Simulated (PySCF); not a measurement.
## Assignment exercise: C8H9F3

Geometry (Å), atoms numbered from 1 in this order:
```xyz
20

C    -1.1211    2.4588   -0.0743
C    -1.2823    1.2402   -0.5873
C    -0.5608    0.0093   -0.0952
C    -1.5100   -1.1421    0.1268
C    -1.5521   -1.8736    1.2392
C     0.4808   -0.3913   -1.1067
C     1.8006   -0.4333   -0.9137
C     2.4719   -0.0855    0.3789
F     2.0758   -0.8732    1.3914
F     2.2247    1.1767    0.7642
F     3.7955   -0.2147    0.2707
H    -0.4366    2.6381    0.7606
H    -1.6611    3.3208   -0.4742
H    -1.9646    1.0920   -1.4345
H    -0.0739    0.2477    0.8599
H    -2.1857   -1.3775   -0.7058
H    -0.8807   -1.6693    2.0791
H    -2.2526   -2.7053    1.3485
H     0.1017   -0.6719   -2.0966
H     2.4794   -0.7344   -1.7145
```

PySCF 2.14 calculation with J: B3LYP/pcJ-1 (spin–dipole term only in couplings to heteroatoms), geometry: PBE0-D3(BJ)/def2-SVP and σ from GIAO-PBE0/pcSseg-1; averaged over atoms made equivalent by symmetry, fast rotation or ring inversion, a single conformation, non-relativistic, gas phase.

δ = σ(ref) − σ, references computed at the same level: 13C (σref 184.41) and 1H (σref 31.27) against TMS.

(1) Assign these signals to the numbered atoms. 13C{1H} NMR (computed): δ 153.5 (q, J = 5.1 Hz), 145.4, 128.5 (q, J = 337.6 Hz), 126.1, 124.5 (q, J = 37.7 Hz), 55.1.

(2) Assign these signals to the numbered atoms. 1H NMR (300 MHz, computed): δ 5.99 (t, J = 12.8 Hz, 1H), 5.85 (m, 2H), 5.62 (m, 2H), 5.59 (dq, J = 12.6, 8.6 Hz, 1H), 5.43 (m, 2H), 3.91 (m, 1H).

Answers

(1) 
| δ (ppm) | atoms | environment | reason |
| --- | --- | --- | --- |
| 153.5 | C6 | alkene CH | an sp2 carbon of a C=C bond |
| 145.4 | C2/C4 | alkene CH | – |
| 128.5 | C8 | CF3 carbon | 3 electronegative neighbours deshield it |
| 126.1 | C1/C5 | terminal =CH2 carbon | as expected for a trigonal carbon in a double bond |
| 124.5 | C7 | alkene CH | the olefinic region |
| 55.1 | C3 | allylic sp3 CH | – |

C1/C5 and C7 lie closer than the usual error of such a calculation, so a measured spectrum could show them in the other order.

(2) 
5.99 → H19, hydrogen on an alkene CH: a vinylic proton, deshielded by the sp2 carbon and the C=C anisotropy
5.85 → H14/H16, hydrogen on an alkene CH
5.62 → H12/H17, hydrogen on a terminal =CH2 carbon: attached to an sp2 carbon and in the plane of the double bond
5.59 → H20, hydrogen on an alkene CH: attached to an sp2 carbon and in the plane of the double bond
5.43 → H13/H18, hydrogen on a terminal =CH2 carbon: olefinic region
3.91 → H15, hydrogen on an allylic sp3 CH

H12/H17 and H20 lie closer than the usual error of such a calculation, so a measured spectrum could show them in the other order.

C–F couplings over four or more bonds (about 3 Hz to the para carbon of a fluoroarene) are left out. Common functionals overestimate the size of one-bond C–F couplings by tens of Hz; these are unscaled. Multiplet labels drop couplings under 1 Hz and merge nearly equal ones. Unscaled 3J(H,H) at this level run about 10 % above measured values. Shifts are as computed. Against solution values, carbons near 30 ppm lie about +2 ppm off and those near 130 ppm about +5 ppm. Of 1211 compounds with measured shifts, 218 miss one by over three times the rms of a fit or turn the order of signals round; such compounds aren't used in these exercises. Couplings across =CH–CH2 type bonds come from one rotamer and its mirror image, and can be 1–2 Hz further off. 3J across rotatable bonds or in flexible rings reflects this conformer alone.
